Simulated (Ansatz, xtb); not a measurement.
# Two isomers of C5H10OSi

Structure X is `C=C(/C=C\[SiH3])OC`, a singlet and structure Y is `C=C(/C=C/[SiH3])OC`, a singlet. Both are isolated molecules in the gas phase, relaxed with B3LYP/def2-SVP; the shapes shown needn't be the lowest conformers.

X (Å):

```xyz
17

C    -3.1113   -2.0606    0.9092
C    -1.8913   -1.4924    0.7938
C    -1.3704   -0.9999   -0.4867
C    -0.1683   -0.4229   -0.6898
C    -1.3646   -1.7276    3.1145
O    -1.0146   -1.3077    1.8143
Si    1.2070   -0.0621    0.5489
H    -3.7367   -2.1599    0.0220
H    -3.5124   -2.4310    1.8520
H    -2.0583   -1.1355   -1.3284
H     0.0425   -0.1191   -1.7232
H     2.3069    0.5857   -0.2326
H     0.8047    0.8970    1.6178
H     1.7776   -1.2900    1.1741
H    -0.5155   -1.4799    3.7651
H    -2.2666   -1.2036    3.4775
H    -1.5458   -2.8165    3.1508
```

Y (Å):

| atom | x (Å) | y (Å) | z (Å) |
| --- | --- | --- | --- |
| C | -2.7422 | -2.1308 | 0.7941 |
| C | -2.2390 | -0.9022 | 0.5409 |
| C | -0.9898 | -0.4366 | 1.1629 |
| C | -0.4264 | 0.7710 | 0.9613 |
| C | -3.9991 | -0.2989 | -0.9436 |
| O | -2.7959 | 0.0189 | -0.2829 |
| Si | 1.1627 | 1.3330 | 1.7681 |
| H | -3.6638 | -2.5054 | 0.3500 |
| H | -2.2081 | -2.7924 | 1.4763 |
| H | -0.5223 | -1.1663 | 1.8331 |
| H | -0.9482 | 1.4525 | 0.2782 |
| H | 2.1964 | 1.6683 | 0.7419 |
| H | 1.6877 | 0.2475 | 2.6486 |
| H | 0.9417 | 2.5611 | 2.5911 |
| H | -4.2686 | 0.5766 | -1.5494 |
| H | -3.8798 | -1.1751 | -1.6064 |
| H | -4.8137 | -0.5076 | -0.2266 |

**Question.** Which of the two would you expect CCSD(T)/def2-SVP + ΔMP2/def2-TZVPP electronic energies to favour?

**Answer.** CCSD(T)/def2-SVP + ΔMP2/def2-TZVPP gives E(Y) − E(X) = −0.014 eV, slightly favouring structure Y, which is too small a margin to settle the true order.

The same difference at several levels:

| level | geometry | E(Y) − E(X) (eV) | departure from the last row (eV) | job, with rough time for the two |
| --- | --- | --- | --- | --- |
| GFN2-xTB | GFN2-xTB | +0.106 | +0.120 | optimisation, 0.57 s |
| HF/STO-3G | GFN2-xTB | −0.068 | −0.054 | single point, 1.8 s |
| r2SCAN-D4/def2-SVP | GFN2-xTB | −0.006 | +0.008 | single point, 11 s |
| B3LYP/def2-SVP | B3LYP/def2-SVP | −0.027 | −0.013 | optimisation, 2.7 min |
| HF/def2-SVP | B3LYP/def2-SVP | −0.024 | −0.010 | part of the CCSD(T) run |
| MP2/def2-SVP | B3LYP/def2-SVP | +0.012 | +0.027 | part of the CCSD(T) run |
| CCSD(T)/def2-SVP | B3LYP/def2-SVP | +0.016 | +0.030 | single point |
| CCSD(T)/def2-SVP + ΔMP2/def2-TZVPP | B3LYP/def2-SVP | −0.014 |  | single point, 4.8 min |

As drawn, both hold the same kinds of bond in the same numbers.

The largest departure from CCSD(T)/def2-SVP + ΔMP2/def2-TZVPP is that of GFN2-xTB, 0.120 eV. The last row adds to CCSD(T) the change of the MP2 difference between the two basis sets, here −0.030 eV.

With thermal terms from frequencies at re-optimised GFN2-xTB minima (ideal gas, soft modes damped towards free rotors, one conformer each, 298.15 K, 1 atm): on the last row, ΔE + ΔZPE = −0.035, ΔH = −0.021, ΔG = −0.066 eV.

The correlated steps freeze 11 core orbitals. Programs: Ansatz 0.2.0, xtb 6.7.1; the last row on 2 threads of Intel(R) Xeon(R) Processor @ 2.50GHz (Skylake/Cascade Lake) on a shared host.
